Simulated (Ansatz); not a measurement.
Geometry optimisation, Ansatz, RKS PBE/def2-SVP.

input.yaml

```yaml
crystal:
  periodic: [false, false, false]
  atoms:
    - { symbol: Sn, position_ang: [0.0, 0.0, 0.0] }
    - { symbol: O, position_ang: [0.0, 0.0, 1.96] }
    - { symbol: H, position_ang: [-0.9095, -0.2814, 2.2971] }
    - { symbol: O, position_ang: [1.8483, 0.0, -0.6527] }
    - { symbol: H, position_ang: [2.1646, -0.9521, -0.7693] }
    - { symbol: Cl, position_ang: [-1.1351, 1.9666, -0.8025] }
    - { symbol: H, position_ang: [-0.8195, -1.4198, -0.5794] }
basis:
  gaussian: { orbitals: def2-SVP }
hamiltonian:
  xc: pbe
relax:
  f_tol: 0.02
  max_steps: 40
```

Run as:

```bash
$ ansatz run input.yaml --threads 2 --pin off --max-ram 3072MiB --backend cpu --events-out ev --progress --plain --runs-dir out
```

Where does it end, and by what steps?

The run converged. The force dipped under the threshold on the way, but the program's further checks kept it going. After 18 steps the energy has fallen by 0.284 eV; H5 moved furthest, 1.08 Å.

```tsv
step	energy less start (eV)	largest force component (eV/Å)	accepted
0	0.0000	1.368	yes
1	-0.1022	1.271	yes
2	-0.1275	0.899	yes
3	-0.1470	0.132	yes
4	-0.1587	0.127	yes
5	-0.1614	0.536	yes
6	-0.1886	0.281	yes
7	-0.2086	0.433	yes
8	-0.2461	0.174	yes
9	-0.2670	0.111	yes
10	-0.2667	0.304	no
11	-0.2713	0.173	yes
12	-0.2722	0.391	yes
13	-0.2812	0.044	yes
14	-0.2824	0.017	yes
15	-0.2813	0.229	no
16	-0.2835	0.043	yes
17	-0.2837	0.063	yes
18	-0.2838	0.008	yes
```

```xyz
7
Properties=species:S:1:pos:R:3
Sn -0.169 -0.326 -0.127
O -0.181 -0.536 1.862
H -0.463 0.313 2.258
O 1.692 -0.554 -0.805
H 2.309 0.001 -0.287
Cl -0.911 1.902 -0.495
H -1.127 -1.485 -0.953
```

Whether the end is a true minimum wasn't checked by a vibrational analysis.

The run took 30 s on 2 threads of Arm Neoverse V1, on a shared host, peak memory 0.12 GiB.
